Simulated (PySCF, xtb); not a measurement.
2,2-difluoro-4-methyl-1,3-dioxole (C4H4F2O2), SMILES O1C(OC=C1C)(F)F. One conformer was computed; it need not be the lowest.

Harmonic wavenumbers (cm⁻¹) from GFN2-xTB in xtb at its own minimum, in rising order: 96, 108, 235, 265, 359, 403, 513, 520, 566, 623, 698, 722, 905, 929, 1002, 1008, 1035, 1056, 1069, 1140, 1218, 1253, 1388, 1436, 1452, 1729, 3021, 3034, 3074, 3218.

Q: What does PBE0-D3(BJ)/def2-SVP run with PySCF give at its own minimum? (Estimate from the structure and the level; the computed values follow.)

A: 81, 177, 245, 288, 391, 449, 574, 578, 627, 673, 755, 760, 913, 1001, 1014, 1051, 1110, 1174, 1260, 1300, 1324, 1352, 1418, 1435, 1461, 1803, 3061, 3144, 3189, 3331. Paired by order, the mean absolute difference is 63 cm⁻¹ and the zero-point energies are 48.7 and 51.4 kcal/mol.
